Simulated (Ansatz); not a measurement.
Reaction (ligand exchange at the Si–Cl bond): `S[SiH](Cl)Cl` + CH₃OH → `CO[SiH](S)Cl` + HCl

Program: Ansatz. Geometries: PBE0-D4/def2-TZVP. ΔE: electronic, gas phase. CCSD(T)/CBS is the MP2 limit (def2-TZVPP, def2-QZVPP) plus CCSD(T) − MP2 in def2-TZVPP, frozen cores. This one scheme is used for every species. DFT in def2-TZVPP. HSE06 is defined as in plane-wave codes. One conformer a species, not always the lowest.

Is it downhill or uphill in electronic energy at CCSD(T)/CBS, and by how much? (Best estimate.)

Computed: Downhill: ΔE = -2.6 kcal/mol.

What do these levels give: LDA (SPW92), HSE06-D4, ωB97X-V, MP2/def2-SVP, CCSD(T)/def2-TZVPP, CCSD/CBS(def2)? (Estimate.)

Computed: LDA (SPW92) -2.5, HSE06-D4 -0.8, ωB97X-V -2.6, MP2/def2-SVP -3.2, CCSD(T)/def2-TZVPP -3.7, CCSD/CBS(def2) -2.6 kcal/mol.

Largest T1 diagnostic among the species: 0.011.

Leaving LDA and LC-ωPBE aside and taking each functional with its dispersion term where it has one, the values, not all of them listed here, spread over 3.4 kcal/mol, from CAM-B3LYP-D4 to revPBE-D4. LDA lies −2.4 kcal/mol from PBE without D4. At CCSD(T), def2-SVP lies −0.8 kcal/mol from the extrapolated value and def2-TZVPP −1.1 kcal/mol. From BLYP to BHLYP (50 % exact exchange), in def2-TZVPP and without D4, ΔE moves by −1.2 kcal/mol.
